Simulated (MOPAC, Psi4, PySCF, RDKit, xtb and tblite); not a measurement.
Internal rotation in C4H14OSi2, SMILES CO[SiH2][Si](C)(C)C. Scanned: dihedral C1–O2–Si3–Si4; all other coordinates were relaxed at GFN2-xTB. Points at φ and −φ are mirror images.

Geometry of the scan point at -90° (Å):
```
21

C      3.4524     0.8300    -0.1540
O      2.1096     0.4845    -0.0644
Si     1.3151    -0.3360     1.0999
Si     1.3291    -2.6176     0.6466
C      0.1663    -3.5365     1.8533
C      3.0699    -3.4106     0.8235
C      0.7282    -3.0036    -1.1315
H      4.0601    -0.0365    -0.4328
H      3.5579     1.5980    -0.9221
H      3.8229     1.2228     0.7962
H      0.0111     0.3192     0.9882
H      1.8859     0.0169     2.4138
H     -0.8495    -3.1591     1.7841
H      0.4876    -3.4163     2.8834
H      0.1341    -4.6015     1.6435
H      3.4777    -3.2507     1.8181
H      3.0417    -4.4837     0.6529
H      3.7741    -2.9879     0.1114
H      0.7537    -4.0684    -1.3489
H      1.3452    -2.5029    -1.8725
H     -0.2932    -2.6640    -1.2793
```

Levels of theory: GFN2-xTB (xtb and tblite); MMFF94 // GFN2-xTB (RDKit); B3LYP/def2-SVP // GFN2-xTB (Psi4); B3LYP-D3(BJ)/def2-SVP // GFN2-xTB (Psi4); PBE/def2-SVP // GFN2-xTB (Psi4); PBE-D3(BJ)/def2-SVP // GFN2-xTB (Psi4); UFF // GFN2-xTB (RDKit); PM7, restricted, heats of formation // GFN2-xTB (MOPAC); RKS-B3LYP/6-31G* = restricted B3LYP/6-31G*, spherical d, density fitting // GFN2-xTB (PySCF); RKS-B3LYP/6-311+G** = restricted B3LYP/6-311+G**, spherical d, density fitting // GFN2-xTB (PySCF 2.14.0); RKS-B3LYP/3-21G = restricted B3LYP/3-21G, density fitting // GFN2-xTB (PySCF); RMP2/3-21G = restricted MP2 (frozen core)/3-21G // GFN2-xTB run with PySCF 2.14.0.

Least-squares fit of E(φ) = a0 + Σ (a_n cos nφ + b_n sin nφ), n = 1 to 4, to the 12 scan points, in kcal/mol above the lowest point of each profile (levels whose profile four harmonics don't fit are not listed):

```csv
method,a0,a1,b1,a2,b2,a3,b3,a4,b4,rms of fit
GFN2-xTB,1.36,0.26,0.00,-0.36,0.00,0.81,0.00,0.04,0.00,0.02
MMFF94,1.97,1.65,0.00,0.45,0.00,1.00,0.00,-0.10,0.00,0.23
B3LYP/def2-SVP,1.45,1.15,0.00,-0.06,0.00,0.23,0.00,-0.05,0.00,0.03
B3LYP-D3(BJ)/def2-SVP,1.13,0.66,0.00,-0.20,0.00,0.30,0.00,-0.02,0.00,0.03
PBE/def2-SVP,1.22,0.83,0.00,-0.07,0.00,0.34,0.00,-0.04,0.00,0.04
PBE-D3(BJ)/def2-SVP,1.01,0.52,0.00,-0.14,0.00,0.38,0.00,-0.02,0.00,0.04
UFF,3.26,1.43,0.00,0.43,0.00,2.86,0.00,0.02,0.00,0.40
PM7,0.71,0.04,0.00,0.53,0.00,0.36,0.00,-0.14,0.00,0.05
RKS-B3LYP/6-31G*,1.19,0.87,0.00,0.01,0.00,0.35,0.00,-0.04,0.00,0.04
RKS-B3LYP/6-311+G**,1.51,1.23,0.00,-0.01,0.00,0.27,0.00,-0.04,0.00,0.03
RKS-B3LYP/3-21G,0.66,0.17,0.00,-0.29,0.00,0.27,0.00,0.01,0.00,0.04
RMP2/3-21G,0.78,0.16,0.00,-0.45,0.00,0.29,0.00,0.05,0.00,0.04
```

MMFF94 has few fitted parameters for silicon.
